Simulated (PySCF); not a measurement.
Ru+ (ruthenium, charge +1) across methods

[Kr] 4d7, high-spin 4F determinant. Computed with PySCF 2.14 in aug-cc-pwCVDZ-PP with ECP28MDF (6s6p5d3f, 70 functions), with a scalar-relativistic core potential.

```tsv
method	E (hartree)	mean ε 4p β (eV)	mean ε 4d α (eV)	mean ε 4d β (eV)	Σ⟨r²⟩ (bohr²)	⟨S²⟩
CAM-B3LYP	-94.1696	-57.047	-16.289	-14.666	34.28	3.752
r2SCAN0	-94.2107	-56.145	-15.094	-13.130	33.88	3.754
PBE	-94.2152	-52.755	-13.297	-11.708	34.51	3.751
LDA	-93.9904	-52.923	-13.505	-11.805	34.73	3.751
M06-2X	-94.1254	-58.167	-16.630	-14.877	34.07	3.756
PBE0	-94.2055	-55.533	-14.876	-13.123	34.09	3.752
r2SCAN	-94.2368	-53.678	-13.531	-11.673	34.12	3.753
UHF	-93.58278	-62.828	-18.960	-16.561	33.51	3.756
```

Problem. Estimate the same row for wB97M-V.

Solution. E (hartree) = -94.1366; mean ε 4p β (eV) = -58.313; mean ε 4d α (eV) = -17.236; mean ε 4d β (eV) = -15.615; Σ⟨r²⟩ (bohr²) = 34.21; ⟨S²⟩ = 3.753.

Energies and moments cover only the electrons outside the core potential.
